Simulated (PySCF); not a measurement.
## Sc²⁺: ionisation energy

Sc²⁺ [Ar] 3d1 (2D) → Sc³⁺ [Ar] (1S), as a difference of total energies. Calculation: PySCF 2.14, in x2c-TZVPPall with one added diffuse shell each of s, p, d, f type (7s6p5d3f1g, 80 functions); the spin-free X2C one-electron Hamiltonian (Gaussian nucleus). Correlated levels: valence and next inner shell: [Ne] frozen. The calculations carry no spin-orbit coupling.

| method | ionisation energy (eV) |
| --- | --- |
| UHF | 23.793 |
| LDA | 25.329 |
| PBE | 25.283 |
| PBE0 | 25.143 |
| r2SCAN | 25.070 |
| PW91 | 25.382 |
| r2SCAN0 | 25.023 |
| M06 | 24.610 |
| MN15 | 24.798 |
| MP2 (valence and next inner shell) | 23.955 |
| SCS-MP2 (valence and next inner shell) | 23.935 |

Problem. How much does correlation contribute at MP2 (valence and next inner shell)?

Solution. 23.955 − (23.793) = 0.162 eV, measured against UHF.

A first-order spin-orbit estimate (lowest level to lowest level, LS coupling) adds 0.015 eV.

Errors of the correlated levels include the incompleteness of this basis and the frozen core.

For comparison: 24.757 eV (measured; NIST Atomic Spectra Database, ionization energies).
